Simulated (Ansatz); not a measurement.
Consider the substitution at a C–N bond: `OC/N=C\F` + `O[SiH2]O` → `OCO[SiH2]O` + `N=CF`.

Program: Ansatz. Geometries: PBE0-D4/def2-TZVP. ΔE: electronic, gas phase. CCSD(T)/CBS adds triple-zeta CCSD(T) − MP2 to the extrapolated MP2 energy (def2 sets, frozen cores). This one scheme is used for every species. Each species was taken in one conformer, which may not be the lowest.

```
     species  CCSD(T)/CBS(def2) energy (Eh)
  `OC/N=C\F`                     -308.14320
  `O[SiH2]O`                     -441.92975
`OCO[SiH2]O`                     -556.34691
      `N=CF`                     -193.72220
```

Task: Work out ΔE.

Result: ΔE = (-556.34691) + (-193.72220) − (-308.14320) − (-441.92975) = 0.00384 Eh = +10.1 kJ/mol.

Largest T1 diagnostic among the species: 0.013.

In def2-TZVPP, CCSD(T) changes the Hartree–Fock value by +4.0 kJ/mol (the triples alone add +0.2 kJ/mol) and MP2 by +7.7 kJ/mol. The D4 term adds −3.6 kJ/mol with B3LYP and −2.1 kJ/mol with PBE0; it sums over pairs of atoms, weighted by their polarisabilities, and B3LYP, whose exchange is more repulsive, gets the larger term.

B3LYP here is the variant with VWN-RPA as its local correlation; programs differ in this.
